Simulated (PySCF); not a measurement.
**Ionisation energy of Tl by level of theory**

Tl [Xe] 4f14 5d10 6s2 6p1 (2P) → Tl⁺ [Xe] 4f14 5d10 6s2 (1S), as a difference of total energies. All numbers are calculated (PySCF 2.14, scalar relativity through the core potential, in def2-TZVPPD with the def2 core potential (60 electrons) (7s5p4d2f, 56 functions)). Correlated levels: valence: 5s2 5p6 5d10 frozen; valence and next inner shell: nothing frozen outside the core potential. The calculations carry no spin-orbit coupling.

```tsv
method	ionisation energy (eV)	error (eV)
UHF	5.010	-0.454
LDA	5.582	+0.118
PBE	5.421	-0.043
PBE0	5.438	-0.026
r2SCAN	5.498	+0.034
BLYP	5.349	-0.115
revPBE	5.360	-0.104
TPSSh	5.347	-0.117
HSE06	5.456	-0.008
MP2 (valence)	5.176	-0.288
SCS-MP2 (valence)	5.157	-0.307
MP2 (valence and next inner shell)	5.255	-0.209
SCS-MP2 (valence and next inner shell)	5.175	-0.289
```

Reference: 5.464 eV (measured; NIST levels, between the centres of gravity of the two terms).

Errors of the correlated levels include the incompleteness of this basis and the frozen core.
